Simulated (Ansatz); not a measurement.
Consider the substitution at a C–B bond: `FB(F)C(F)(F)F` + HCl → `FC(F)(F)Cl` + `FBF`.

Gas-phase electronic energies from Ansatz, PBE0-D4/def2-TZVP geometries. CCSD(T)/CBS adds triple-zeta CCSD(T) − MP2 to the extrapolated MP2 energy (def2 sets, frozen cores). This one scheme is used for every species. Functionals use def2-TZVPP. HSE06 is defined as in plane-wave codes.

`FB(F)C(F)(F)F`:

Z-matrix (Å, degrees):
```
C
F 1 1.343
B 1 1.615 2 110.6
F 1 1.343 2 107.4 3 -120.8
F 1 1.335 2 107.6 3 123.6
F 3 1.306 1 119.1 2 -59.5
F 3 1.305 1 120.6 2 120.5
```

HCl:

Z-matrix (Å, degrees):
```
Cl
H 1 1.279
```

`FC(F)(F)Cl`:

Z-matrix (Å, degrees):
```
C
F 1 1.322
F 1 1.322 2 108.7
Cl 1 1.756 2 110.2 3 -120.9
F 1 1.322 2 108.7 3 118.2
```

`FBF`:

```xyz
4

F    -0.312   -0.265    1.227
B     0.002    0.038   -0.012
F     0.236   -0.946   -0.849
H     0.073    1.173   -0.366
```

```
             level  ΔE (kJ/mol)  difference from CCSD(T)/CBS
       LDA (SPW92)         34.7                         -5.6
         revPBE-D4         36.3                         -4.0
           BLYP-D4         39.1                         -1.2
         r2SCAN-D4         35.5                         -4.8
           PBE0-D4         37.1                         -3.2
          HSE06-D4         36.9                         -3.4
          BHLYP-D4         40.7                          0.4
      CAM-B3LYP-D4         40.7                          0.4
           ωB97X-V         37.1                         -3.2
              PBE0         36.2                         -4.1
             HSE06         36.1                         -4.2
  CCSD(T)/def2-SVP         41.0                          0.7
CCSD(T)/def2-TZVPP         41.7                          1.4
     HF/def2-QZVPP         39.9                         -0.4
    MP2/def2-QZVPP         36.5                         -3.8
SCS-MP2/def2-QZVPP         37.6                         -2.7
       CCSD(T)/CBS         40.3                            0
```

Largest T1 diagnostic among the species: 0.013.

Leaving LDA and LC-ωPBE aside and taking each functional with its dispersion term where it has one, the values spread over 5.2 kJ/mol, from r2SCAN-D4 to CAM-B3LYP-D4.
